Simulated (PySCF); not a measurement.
**Ionisation energy of N²⁺ by level of theory**

N²⁺ [He] 2s2 2p1 (2P) → N³⁺ [He] 2s2 (1S), as a difference of total energies. Computed with PySCF 2.14 in aug-cc-pwCVTZ (7s6p4d2f, 59 functions), with the non-relativistic Hamiltonian (point nucleus). Correlated levels: valence: 1s2 frozen. The calculations carry no spin-orbit coupling.

| method | ionisation energy (eV) |
| --- | --- |
| UHF | 47.269 |
| MP2 (valence) | 47.471 |
| SCS-MP2 (valence) | 47.417 |
| CCSD (valence) | 47.227 |
| CCSD(T) (valence) | 47.256 |

A first-order spin-orbit estimate (lowest level to lowest level, LS coupling) adds 0.014 eV.

Errors of the correlated levels include the incompleteness of this basis and the frozen core.

The coupled-cluster amplitudes are large for N³⁺ (T1 above 0.03 or a double amplitude above 0.15), so a single reference is strained.

For comparison: 47.445 eV (semi-empirical (NIST evaluation); NIST Atomic Spectra Database, ionization energies).
